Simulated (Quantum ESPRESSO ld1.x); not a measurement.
All-electron atom: Os I in [Xe] 4f13.5 5d6.5 6s2 (fractional occupations, a model configuration).

Method: non-relativistic Kohn-Sham, LDA (Slater exchange, VWN5 correlation), spin-polarised, spherical densities, point nucleus; open shells are filled with parallel spins first; relativity is left out, which matters for an element this heavy; computed with ld1.x of Quantum ESPRESSO 7.5.

Energy parts (hartree):
part                       energy
total                 -16285.3068
kinetic                16279.5371
electron-nucleus      -38776.3079
Hartree                 6523.5951
exchange-correlation    -312.1311

Orbitals (lengths in bohr, moments of r in powers of bohr):
| orbital | occ. | eigenvalue (hartree) | <r> | <1/r> |
|---|---|---|---|---|
| 1s up | 1 | -2475.44 | 0.01994 | 75.41 |
| 1s down | 1 | -2475.44 | 0.01994 | 75.41 |
| 2s up | 1 | -409.752 | 0.08413 | 17.71 |
| 2s down | 1 | -409.743 | 0.08413 | 17.71 |
| 2p up | 3 | -393.378 | 0.07111 | 17.75 |
| 2p down | 3 | -393.371 | 0.07111 | 17.75 |
| 3s up | 1 | -94.7650 | 0.2132 | 6.828 |
| 3s down | 1 | -94.7452 | 0.2132 | 6.829 |
| 3p up | 3 | -87.0989 | 0.2033 | 6.784 |
| 3p down | 3 | -87.0805 | 0.2033 | 6.785 |
| 3d up | 5 | -72.7547 | 0.1780 | 6.712 |
| 3d down | 5 | -72.7384 | 0.1779 | 6.713 |
| 4s up | 1 | -19.5841 | 0.4725 | 2.966 |
| 4s down | 1 | -19.5557 | 0.4725 | 2.966 |
| 4p up | 3 | -16.3391 | 0.4781 | 2.877 |
| 4p down | 3 | -16.3104 | 0.4781 | 2.877 |
| 4d up | 5 | -10.3917 | 0.4903 | 2.688 |
| 4d down | 5 | -10.3618 | 0.4902 | 2.688 |
| 5s up | 1 | -2.82792 | 1.098 | 1.205 |
| 5s down | 1 | -2.75714 | 1.096 | 1.209 |
| 4f up | 7 | -2.52847 | 0.5358 | 2.305 |
| 4f down | 6.5 | -2.49448 | 0.5347 | 2.308 |
| 5p up | 3 | -1.83748 | 1.204 | 1.091 |
| 5p down | 3 | -1.76271 | 1.201 | 1.095 |
| 5d up | 5 | -0.34821 | 1.694 | 0.7765 |
| 5d down | 1.5 | -0.27577 | 1.741 | 0.7631 |
| 6s up | 1 | -0.20476 | 3.230 | 0.3904 |
| 6s down | 1 | -0.17774 | 3.398 | 0.3695 |

The highest occupied level is 6s down at -4.837 eV. Summed over all electrons, <r^2> = 70.61 bohr^2, which gives a Langevin (diamagnetic) susceptibility term of -55.9 x 10^-6 cm^3/mol. The density falls to 0.001 e/bohr^3 at r = 4.74 bohr.
